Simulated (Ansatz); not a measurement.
Coupled-cluster diagnostics for MoO2(NH2)2 (MoN2O2H4), Ansatz.

Geometry of the singlet (PBE0-D4/def2-SVP):

Cartesian coordinates in Å:
```
Mo 0.436 -0.442 -0.205
O 1.693 -0.993 0.767
O 0.391 -1.117 -1.744
N 0.642 1.466 -0.405
H 0.350 1.988 -1.226
H 1.122 2.061 0.263
N -1.223 -0.877 0.678
H -1.319 -1.007 1.681
H -2.092 -1.080 0.192
```

In the def2 sets Mo takes a core potential; there is no spin–orbit coupling. Correlated methods freeze 4 core orbitals; core or outer-core shells of Mo are correlated, in sets that lack core-valence functions.

(1) Estimate the CCSD(T) correlation energy, the shares of MP2 and (T), T1 and the reference's ⟨S²⟩ for: charge 0, singlet, own geometry in def2-TZVP; and the rough time on 2 threads of Arm Neoverse V1 on a shared host.

Answers

(1) 
```
                          state      basis  correlation (eV)  MP2 share (%)  (T) share (%)     T1  ⟨S²⟩ (pure)  wall time
charge 0, singlet, own geometry  def2-TZVP           -39.542          100.0            5.7  0.022  0.00 (0.00)    3.5 min
```
Customary marks for T1 are 0.02 (closed shells), 0.045 (open shells) and about 0.05 (3d metals). T1 exceeds 0.02 in 1 of 1 rows and 0.045 in 0; the higher it lies, the less the single-reference result can be trusted.
